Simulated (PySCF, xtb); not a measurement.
C₃H₈OSi, SMILES C([SiH2]C)C=O.

GFN2-xTB run with xtb 6.7.1 at its own geometry gives an orbital gap of 3.71 eV and a dipole moment of 3.02 D.

Geometry optimised at B3LYP-D3(BJ)/def2-SVP. This is a generated structure with no PubChem entry under its InChIKey; it may be hypothetical. One conformer was computed; it need not be the lowest.

Q: What does PBE/def2-TZVP run with PySCF give? (The exact figures need the calculation; the answer reports its results.)

A: gap 3.98 eV (levels -5.96 and -1.98 eV), dipole 3.07 D.
